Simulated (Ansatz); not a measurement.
Calculated with Ansatz (gas phase, PBE0-D4/def2-TZVP geometries, no zero-point term in ΔE). CCSD(T)/CBS adds triple-zeta CCSD(T) − MP2 to the extrapolated MP2 energy (def2 sets, frozen cores). DFT in def2-TZVPP. B3LYP here is the variant with VWN-RPA as its local correlation; programs differ in this. For Ga, Ge, Se outer-core shells are correlated without core-valence functions, which leaves a few kJ/mol of doubt a bond. Scalar relativity is left out up to krypton. One conformer a species, not always the lowest.

`CB(O)[SeH]` + `[Cl][GaH][GeH3]` → `C[B]([GeH3])[SeH]` + `[OH][GaH][Cl]`  (redistribution)

`CB(O)[SeH]`:

Cartesian coordinates in Å:
```
C 0.431 -0.787 -0.805
B -0.113 0.273 0.216
O -0.801 -0.064 1.338
Se 0.201 2.173 -0.118
H 1.123 -1.475 -0.305
H 0.956 -0.352 -1.656
H -0.392 -1.395 -1.196
H -0.917 -1.013 1.435
H -0.489 2.641 1.091
```

`[Cl][GaH][GeH3]`:

Cartesian coordinates in Å:
```
Cl 1.510 0.708 2.368
Ga 0.772 -0.673 0.882
Ge -0.648 0.349 -0.813
H 1.249 -2.146 1.099
H -1.897 0.948 -0.147
H 0.116 1.483 -1.516
H -1.101 -0.669 -1.873
```

`C[B]([GeH3])[SeH]`:

```xyz
11

C     0.614    0.335    1.327
B    -0.318   -0.202    0.197
Ge    0.108    0.128   -1.801
Se   -1.915   -1.202    0.523
H     0.718    1.423    1.236
H     1.627   -0.062    1.191
H     0.288    0.105    2.343
H    -0.936   -0.480   -2.756
H     1.482   -0.470   -2.165
H     0.188    1.640   -2.092
H    -1.858   -1.215    1.997
```

`[OH][GaH][Cl]`:

Z-matrix (Å, degrees):
```
Ga
O 1 1.772
Cl 1 2.145 2 115.0
H 1 1.541 2 122.5 3 180.0
H 2 0.960 1 113.5 3 0.0
```

| level | ΔE (kJ/mol) | difference from CCSD(T)/CBS |
| --- | --- | --- |
| PBE-D4 | 96.1 | 6.6 |
| r2SCAN-D4 | 95.8 | 6.3 |
| PBE0-D4 | 100.5 | 11.0 |
| B3LYP-D4 | 101.5 | 12.0 |
| ωB97X-V | 95.7 | 6.2 |
| ωB97M-V | 101.6 | 12.1 |
| B2PLYP | 96.4 | 6.9 |
| PBE | 98.2 | 8.7 |
| r2SCAN | 96.4 | 6.9 |
| PBE0 | 102.3 | 12.8 |
| B3LYP | 104.8 | 15.3 |
| HF/def2-TZVPP | 109.1 | 19.6 |
| MP2/def2-TZVPP | 85.7 | -3.8 |
| SCS-MP2/def2-TZVPP | 87.1 | -2.4 |
| CCSD/def2-TZVPP | 93.1 | 3.6 |
| CCSD(T)/def2-TZVPP | 89.4 | -0.1 |
| HF/def2-QZVPP | 108.8 | 19.3 |
| MP2/def2-QZVPP | 85.7 | -3.8 |
| SCS-MP2/def2-QZVPP | 86.9 | -2.6 |
| HF/CBS(def2) | 108.8 | 19.3 |
| MP2/CBS(def2) | 85.9 | -3.6 |
| CCSD/CBS(def2) | 93.2 | 3.7 |
| CCSD(T)/CBS | 89.5 | 0 |

Largest T1 diagnostic among the species: 0.013.

The D4 term adds −3.3 kJ/mol with B3LYP and −1.8 kJ/mol with PBE0; it sums over pairs of atoms, weighted by their polarisabilities, and B3LYP, whose exchange is more repulsive, gets the larger term. From PBE to PBE0 (25 % exact exchange), in def2-TZVPP and without D4, ΔE moves by +4.1 kJ/mol.
